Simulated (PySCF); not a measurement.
33S chemical shifts

- GFN2-xTB structure
- PBE0/pcSseg-1 with gauge-including orbitals
- program: PySCF 2.14
- rapidly exchanging positions averaged, no solvent, no relativistic terms, one conformer

Shieldings were converted by a linear fit to measured shifts: 33S: δ = 158.28 − 0.937σ (rms 33.3 ppm, 20 shifts vs sulfate, solution or neat liquid). A few per cent of atoms miss by over 2 rms, more outside the fitted compound classes.

Q: Give the 33S shifts of `CS(C)(=O)=O`, `CC#CPc1cccs1`, `CCC[Si@H](Cl)S[SiH2]C`, `C[SiH2]S[Si@@H](Cl)C(C)C`, `CS(C)(=O)=O`.

A: 
```json
{"compound": "CS(C)(=O)=O", "environment": "sulfone sulfur", "δ (ppm)": "-41"}
{"compound": "CC#CPc1cccs1", "environment": "aromatic ring sulfur", "δ (ppm)": "-81"}
{"compound": "CCC[Si@H](Cl)S[SiH2]C", "environment": "sulfur bonded to 2 Si", "δ (ppm)": "-525"}
{"compound": "C[SiH2]S[Si@@H](Cl)C(C)C", "environment": "sulfur bonded to 2 Si", "δ (ppm)": "-543"}
{"compound": "CS(C)(=O)=O", "environment": "sulfone sulfur", "δ (ppm)": "-41"}
```
